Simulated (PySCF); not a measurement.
## [Ru(OH)6]2-: what the settings change

The complex [Ru(OH)6]2- (charge -2) contains Ru(IV), shell d4. The structure is a PBE0-D3(BJ)/def2-SVP, IEF-PCM water geometry optimised for multiplicity 3; coordination octahedral, point group Ci, metal–donor distances 1.98–2.00 Å.

The d shell alone is too small an active space for [Ru(OH)6]2- (an active orbital has only 0.59 squared overlap with the free ion's shell): its levels, fitted parameters, g values and moments show what this model gives and aren't sound predictions.

```
13

Ru    0.000    0.000    0.000
O     0.042    1.982    0.051
H     0.035    2.176    0.998
O    -0.042   -1.982   -0.051
H    -0.035   -2.176   -0.998
O     0.006    0.051    2.005
H     0.188   -0.857    2.278
O    -0.006   -0.051   -2.005
H    -0.188    0.857   -2.278
O     1.985    0.043    0.006
H     2.139    0.992    0.097
O    -1.985   -0.043   -0.006
H    -2.139   -0.992   -0.097
```

Method (PySCF 2.14, density fitting): CASSCF(4,5) with orbitals averaged over all microstates of the shell, strongly contracted NEVPT2 on the averaged canonical orbitals; basis x2c-TZVPall on the metal, x2c-SVPall elsewhere; spin-free X2C; IEF-PCM water; spin-orbit coupling by state interaction with the mean-field operator over all roots.

Base run: NEVPT2 ground state 3Ag (from 3T1g), next 3Ag (from 3T1g) at 4785, then 1Ag (from 1Eg) at 7854 cm⁻¹, 10Dq(CASSCF) 33443, B(CASSCF) 704, ζ 1055 cm⁻¹, D 146.84 cm⁻¹, g 1.970 2.038 2.141, μeff(300 K) 2.91 μB.

(1) What happens with the basis x2c-TZVPall on all atoms?

(2) What happens with orbitals averaged over the highest spin alone?

Charge-transfer states lie outside this active space and may come lower than some of these levels. NEVPT2 lifts 3Ag (from 3T1g) from 2578 to 4785 cm⁻¹; on the d shell alone such lifts tend to overshoot. NEVPT2 on the d shell alone tends to put d–d bands too high for such charged or covalently bound ions.

Answers

(1) NEVPT2 ground state 3Ag (from 3T1g), next 3Ag (from 3T1g) at 4649, then 3Ag (from 3T1g) at 7779 cm⁻¹, 10Dq(CASSCF) 32950, B(CASSCF) 702, ζ 1053 cm⁻¹, D 150.82 cm⁻¹, g 1.968 2.039 2.147, μeff(300 K) 2.91 μB. It took 73 s against 37 s on a shared host of the same kind.

(2) NEVPT2 ground state 3Ag (from 3T1g), next 3Ag (from 3T1g) at 4436, then 3Ag (from 3T1g) at 7458 cm⁻¹, 10Dq(CASSCF) 33673, B(CASSCF) 730, ζ 1085 cm⁻¹, D 162.89 cm⁻¹, g 1.964 2.045 2.161, μeff(300 K) 2.91 μB.
